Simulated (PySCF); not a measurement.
# A search over the determinants of KBa

Unrestricted PBE0; PySCF, spin-free X2C with a Gaussian nucleus, basis sets K x2c-TZVPall, Ba x2c-TZVPall. Outer shells of the fragments: K 4s1; Ba 6s2.

Followed along the bond (rough minima from three points):

```tsv
2Ms+1	unpaired	⟨S²⟩ at the start	R at minimum (Å)	Te (eV)
2	σ ↑	0.76	4.56	0.00
2	π ↑	0.83	3.90	0.39
2	δ ↑	0.84	4.24	0.58
4	σ ↑↑, π ↑	3.75	4.42	0.87
4	σ ↑, π ↑↑	3.75	3.63	1.17
```

Solutions found at the starting distance of 3.730 Å, counted from the lowest of them; the search is not exhaustive and high or unbound solutions are not listed, so other states can lie among these:

```csv
2Ms+1,unpaired,term,E (eV),⟨S²⟩,⟨Lz²⟩,μ (D)
2,σ ↑,²Σ⁺,0.00,0.76,0.00,-0.85
2,π ↑,²Π,0.16,0.83,1.08,-2.18
2,δ ↑,²Δ,0.44,0.84,4.00,-1.77
4,"σ ↑↑, π ↑",⁴Π,0.75,3.75,1.09,-0.83
4,"σ ↑, π ↑↑",⁴Σ⁻,0.93,3.75,0.00,-0.12
4,σ ↑↑↑,⁴Σ⁺,1.08,3.75,0.00,-0.18
```

A term symbol is given only where ⟨S²⟩ and ⟨Lz²⟩ are close to those of a pure state; real π, δ and φ orbitals otherwise mix terms. A positive dipole means K(−)Ba(+).

Q: Compare the gap between the two lowest followed solutions at the starting distance with the gap between their minima.

A: At PBE0 the second solution (doublet, unpaired electrons π ↑) lies +0.16 eV from the first (doublet, unpaired electrons σ ↑) at 3.730 Å and +0.39 eV at the minima; the two curves relax by different amounts, since their minima lie near 3.90 and 4.56 Å.

Spin–orbit coupling is left out.
